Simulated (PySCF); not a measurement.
C4H7O, SMILES [CH2]C(=O)CC, multiplicity 2. Geometry: PBE0-D3(BJ)/def2-SVP. The isomer is the one that the SMILES or the coordinates give; other isomers of the formula were not compared. The values are those of a single conformer.

Computed equilibrium geometry at PBE0-D3(BJ)/def2-SVP (PySCF confirms it by a frequency run) as a Z-matrix, and its point group (one conformer of several):
point group Cs.
```
C
H 1 1.1050
H 1 1.1050 2 104.90
C 1 1.5146 2 111.30 3 -120.48
H 4 1.0995 1 110.91 2 179.04
H 4 1.0995 5 106.84 1 -120.99
H 4 1.0995 5 108.47 6 -116.74
C 1 1.5182 2 107.88 3 114.82
O 8 1.2266 1 121.57 2 123.58
C 8 1.4433 9 120.56 1 180.00
H 10 1.0923 8 118.28 9 0.00
H 10 1.0930 11 119.57 8 180.00
```
Charge 0, spin multiplicity 2.
